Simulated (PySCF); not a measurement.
[VCl4]- holds V(III), d2, at total charge -1. The structure is a PBE0-D3(BJ)/def2-TZVP geometry optimised for multiplicity 3; coordination tetrahedral, point group Td, metal–donor distances 2.23 Å.

Method (PySCF 2.14, density fitting): CASSCF(2,5) with orbitals averaged over all microstates of the shell, strongly contracted NEVPT2 on the averaged canonical orbitals; basis x2c-TZVPall on the metal, x2c-SVPall elsewhere; spin-free X2C; IEF-PCM dichloromethane; spin-orbit coupling by state interaction with the mean-field operator over all roots.

CASSCF energies above the lowest CASSCF root:

```
state  CASSCF / cm⁻¹
  3A2              0
  3T2           6084
  3T1          10323
   1E          13612
  1T2          18941
  3T1          21093
  1A1          21753
  1T1          23418
   1E          26739
  1T2          28113
  1A1          51444
```

Question: How does dynamic correlation (SC-NEVPT2) move these states?

Answer: 
```tsv
state	NEVPT2 / cm⁻¹	shift / cm⁻¹
3A2	0	0
3T2	6832	+747
3T1	11367	+1044
1E	11591	-2021
1T2	17816	-1125
3T1	19132	-1961
1A1	19404	-2349
1T1	21824	-1594
1E	25931	-808
1T2	27141	-972
1A1	44150	-7294
```

Charge-transfer states lie outside this active space and may come lower than some of these levels. NEVPT2 lifts 3T2 from 6084 to 6832 cm⁻¹; on the d shell alone such lifts tend to overshoot. NEVPT2 on the d shell alone tends to put d–d bands too high for such charged or covalently bound ions.
